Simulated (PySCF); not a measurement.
# Two-component Hartree-Fock for Pm(33+) (promethium, charge +33)

Start: [Ar] 3d10. Calculated with PySCF 2.14 in an even-tempered Gaussian basis (16 s from 5.9 bohr⁻², ratio 2.8; 13 p from 7.6 bohr⁻², ratio 2.8; 8 d from 7.6 bohr⁻², ratio 2.8; 3 f from 32 bohr⁻², ratio 3): generalised Hartree-Fock with the X2C-1e Hamiltonian and a Gaussian nucleus; one run each with spin-orbit coupling (SO) switched off, then screened by Boettger's factors.

```tsv
spinor shell	electrons	ε, spin-free (eV)	ε, screened SO (eV)	weight of nominal j (screened SO)	rms radius, screened SO (bohr)
1s1/2	2	-46707.3	-46700.6	1.000	0.0264
2s1/2	2	-8759.5	-8757.6	1.000	0.107
2p1/2	2	-7957.1	-8352.7	1.000	0.0916
3s1/2	2	-2867.6	-2867.1	1.000	0.273
3p1/2	2	-2609.5	-2694.2	1.000	0.264
3p3/2	4	-2609.5	-2572.4	1.000	0.276
3d3/2	4	-2266.4	-2282.0	1.000	0.246
3d5/2	6	-2266.4	-2255.7	1.000	0.249
```

Where does 2p3/2 lie, and what is the 2p spin-orbit splitting (screened SO)?

At -7785.6 eV, 567.13 eV above 2p1/2.

```json
{"quantity": "E (hartree)", "spin-free": "-9406.19838", "screened SO": "-9411.38153"}
{"quantity": "M_J", "spin-free": "0", "screened SO": "0"}
{"quantity": "⟨J²⟩", "spin-free": "0.000", "screened SO": "0.000"}
{"quantity": "⟨L²⟩", "spin-free": "0.000", "screened SO": "0.026"}
{"quantity": "⟨S²⟩", "spin-free": "0.000", "screened SO": "0.026"}
```

Breit and QED terms are absent; they matter most for the inner s and p1/2 levels.

Densities and radii are taken from the X2C orbitals without a picture-change correction, which distorts them close to the nucleus.

Without spin-orbit coupling the j labels of p, d and f shells carry no meaning; the spin-free column gives the mean over the occupied spinors of each nl shell.
